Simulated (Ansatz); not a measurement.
The cluster Ge₂S₄⁻, 6 atoms. Hardware: 4 threads of Arm Neoverse V2 on a shared host.

Correlated methods freeze 38 core orbitals; core or outer-core shells of Ge are correlated, in sets that lack core-valence functions.

**Question.** How many basis functions does each of these Ansatz runs have, and roughly what does it cost? RPA@PBE/def2-TZVPD, charge -1 doublet, energy, from earlier orbitals; PBE0-D4/def2-TZVPD, charge -1 doublet, energy, from earlier orbitals; r2SCAN0-D4/def2-TZVPD, charge -1 doublet, energy, from earlier orbitals; BLYP-D4/def2-TZVPD, charge -1 doublet, energy, from earlier orbitals; PBE-D4/def2-SVPD, charge -1 doublet, relaxation, 11 steps; HF/STO-3G, charge -1 doublet, energy; MP2/def2-TZVPD, charge -1 doublet, energy, from earlier orbitals; PBE-D4/def2-TZVPD, charge -1 doublet, energy and forces, from earlier orbitals; PBE-D4/def2-SVP, charge -1 doublet, energy with a search over starts; r2SCAN-D4/def2-TZVPD, charge -1 doublet, energy, from earlier orbitals; r2SCANh-D4/def2-TZVPD, charge -1 doublet, energy, from earlier orbitals.

**Answer.** Other jobs shared the machine, so times can vary by a factor of up to 3. A dash marks memory too small to be measured apart from the calling script's.

```tsv
run	functions	fitting or Cholesky vectors	wall time	peak host memory (GiB)
HF/STO-3G, charge -1 doublet, energy	72	751	1.1 s	–
PBE-D4/def2-SVP, charge -1 doublet, energy with a search over starts	136	1522	6 s	–
PBE-D4/def2-TZVPD, charge -1 doublet, energy and forces, from earlier orbitals	292	1918	9.5 s	0.79
BLYP-D4/def2-TZVPD, charge -1 doublet, energy, from earlier orbitals	292	1918	12 s	0.79
RPA@PBE/def2-TZVPD, charge -1 doublet, energy, from earlier orbitals	292	1813	17 s	1.1
MP2/def2-TZVPD, charge -1 doublet, energy, from earlier orbitals	292	1813	20 s	1.4
PBE0-D4/def2-TZVPD, charge -1 doublet, energy, from earlier orbitals	292	1813	22 s	1.5
r2SCAN-D4/def2-TZVPD, charge -1 doublet, energy, from earlier orbitals	292	1918	25 s	0.88
r2SCAN0-D4/def2-TZVPD, charge -1 doublet, energy, from earlier orbitals	292	1813	32 s	1.6
r2SCANh-D4/def2-TZVPD, charge -1 doublet, energy, from earlier orbitals	292	1813	34 s	1.6
PBE-D4/def2-SVPD, charge -1 doublet, relaxation, 11 steps	184	1898	39 s	–
```
